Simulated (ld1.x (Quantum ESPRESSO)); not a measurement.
Results of a calculation; reference values are marked as such.
Potentials for fluorine compared

Generated with ld1.x 7.5 (TM, RRKJ, ultrasoft, PAW), atompaw 4.2 or ONCVPSP 4.0.1. The cutoff is in Ry: for ld1.x and atompaw files where the sum of valence levels is converged to 10 mRy in a Bessel basis, for ONCV files where the hardest occupied wave has 1 mHa per electron of residual kinetic energy. The error is the largest all-electron minus pseudo excitation energy over each file’s own four to seven test configurations (ionisations up to +4, promotions, holes and added fractions of an electron), all of which were solved. The labels leave out finer settings (local radius, basis sizes, second energies), which also bear on the numbers. Spin-polarised tests are not counted. The rows are a selection from randomly drawn settings: files with unsolved tests, undetermined cutoffs or missed reference levels are left out.

| potential | cutoff (Ry) | largest error (meV) | bound ghosts |
| --- | --- | --- | --- |
| TM, PBEsol, scalar-relativistic, rc 0.80/1.75 (sp), local p, core correction yes, reference 2s2 2p4 | 110 | +983 | none |
| RRKJ, PBE, scalar-relativistic, rc 0.75/0.90 (sp), local smoothed, core correction yes, reference 2s2 2p5 | 160 | +488 | none |
| RRKJ, PBEsol, scalar-relativistic, rc 0.55/1.00 (sp), local p, core correction yes, reference 2s1.5 2p5.5 | 230 | +515 | none |
| TM semilocal, LDA (PZ), scalar-relativistic, rc 0.50/1.60 (sp), local p, core correction no, reference 2s1 2p6 | 260 | +5057 | none |
| PAW, PBE, non-relativistic, rc 0.60/1.75/1.40 (spd), local smoothed, core correction yes, reference 2s2 2p4 | 100 | +198 | none |
| PAW, PBE, scalar-relativistic, rc 0.65/1.35/1.50 (spd), local smoothed, core correction yes, reference 2s2 2p5 | 80 | +193 | none |
| TM, LDA (PZ), scalar-relativistic, rc 0.70/1.00 (sp), local s, core correction yes, reference 2s2 2p3.5 | 180 | +381 | none |

(1) Fill in the row for F: TM, PBE, non-relativistic, rc 0.70/1.15/1.20 (spd), local smoothed, core correction yes, reference 2s2 2p5.

Results:

(1) cutoff 160 Ry, largest error +925 meV, bound ghosts: none.
